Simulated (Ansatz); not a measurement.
A nudged elastic band was laid between two geometries of C₂H₆ClGeN (11 atoms, charge 0, multiplicity 1).

All numbers below come from Ansatz 0.2.0, RKS B3LYP-D4/def2-SVP.

* movable images: 9
* climbing image: yes
* spring: 2.0 to 10.0 eV/Å², energy-weighted
* optimiser: quadratic models (default)
* start path: through a guess of the saddle point
* force threshold: 0.05 eV/Å
* iteration limit: 36
* end points: relaxed

Image 0:

```xyz
11
Properties=species:S:1:pos:R:3
C -2.033 0.331 0.262
C -1.022 -0.536 0.139
Ge 0.835 -0.081 0.461
N 1.802 -0.487 -1.035
Cl 0.875 2.073 0.951
H -1.861 1.369 0.564
H -3.070 0.037 0.066
H -1.224 -1.570 -0.167
H 1.503 -0.797 1.646
H 2.805 -0.323 -0.968
H 1.455 -0.071 -1.898
```

Image 10:

```xyz
11
Properties=species:S:1:pos:R:3
C -1.553 0.002 0.062
C -1.411 -0.650 1.220
Ge 1.799 -0.516 0.253
N 1.860 0.169 -1.437
Cl 1.567 1.483 1.274
H -1.148 1.010 -0.069
H -2.070 -0.445 -0.793
H -1.806 -1.661 1.366
H -0.893 -0.189 2.066
H 1.959 -0.417 -2.262
H 1.761 1.157 -1.660
```

What changes between the two ends?

Bonds broken: C2–Ge3, Ge3–H9. Bonds formed: C2–H9. C2H6ClGeN becomes C2H4 + ClGeH2N.

What energy profile does the band end with?

The run converged. The highest image is number 4 of 0 to 10, 2.84 eV above the first end and 2.84 eV above the last; the last end lies 0.01 eV below the first. Neighbouring images differ by up to 1.2 eV, so the band resolves the path poorly. Another band between the same ends (9 images) ends at a top of the same energy, where a vibrational analysis finds 1 clearly imaginary mode. The orbitals stay closed-shell, which can raise the energy where a bond breaks towards radicals; this wasn't checked here.

```json
{"image": "0", "path coordinate (Å)": "0.00", "energy (eV)": "0.00", "C2–Ge3 (Å)": "1.94", "Ge3–H9 (Å)": "1.54", "C2–H9 (Å)": "2.95"}
{"image": "1", "path coordinate (Å)": "1.04", "energy (eV)": "0.32", "C2–Ge3 (Å)": "1.92", "Ge3–H9 (Å)": "1.53", "C2–H9 (Å)": "2.67"}
{"image": "2", "path coordinate (Å)": "1.59", "energy (eV)": "1.19", "C2–Ge3 (Å)": "1.92", "Ge3–H9 (Å)": "1.53", "C2–H9 (Å)": "2.22"}
{"image": "3", "path coordinate (Å)": "1.95", "energy (eV)": "2.26", "C2–Ge3 (Å)": "2.01", "Ge3–H9 (Å)": "1.53", "C2–H9 (Å)": "1.87"}
{"image": "4", "path coordinate (Å)": "2.25", "energy (eV)": "2.84", "C2–Ge3 (Å)": "2.17", "Ge3–H9 (Å)": "1.58", "C2–H9 (Å)": "1.59"}
{"image": "5", "path coordinate (Å)": "2.58", "energy (eV)": "1.98", "C2–Ge3 (Å)": "2.38", "Ge3–H9 (Å)": "1.75", "C2–H9 (Å)": "1.28"}
{"image": "6", "path coordinate (Å)": "3.02", "energy (eV)": "0.76", "C2–Ge3 (Å)": "2.78", "Ge3–H9 (Å)": "2.05", "C2–H9 (Å)": "1.11"}
{"image": "7", "path coordinate (Å)": "3.83", "energy (eV)": "0.17", "C2–Ge3 (Å)": "3.37", "Ge3–H9 (Å)": "2.63", "C2–H9 (Å)": "1.10"}
{"image": "8", "path coordinate (Å)": "5.18", "energy (eV)": "0.07", "C2–Ge3 (Å)": "3.54", "Ge3–H9 (Å)": "2.97", "C2–H9 (Å)": "1.10"}
{"image": "9", "path coordinate (Å)": "6.69", "energy (eV)": "0.02", "C2–Ge3 (Å)": "3.36", "Ge3–H9 (Å)": "3.24", "C2–H9 (Å)": "1.09"}
{"image": "10", "path coordinate (Å)": "8.32", "energy (eV)": "-0.01", "C2–Ge3 (Å)": "3.36", "Ge3–H9 (Å)": "3.26", "C2–H9 (Å)": "1.09"}
```

What is the geometry of the highest image?


```xyz
11
Properties=species:S:1:pos:R:3
C -1.868 0.288 0.439
C -0.784 -0.446 0.140
Ge 1.260 0.133 0.580
N 1.943 -0.198 -1.087
Cl 0.860 2.287 0.811
H -1.775 1.229 0.994
H -2.878 0.004 0.118
H -0.879 -1.408 -0.384
H 0.184 -0.724 1.366
H 2.721 -0.851 -1.118
H 1.281 -0.370 -1.839
```

The band took 25 iterations and roughly 30 core-minutes.

Run time: 16 min on 2 threads of Arm Neoverse V1 (shared host), peak memory 0.36 GiB.
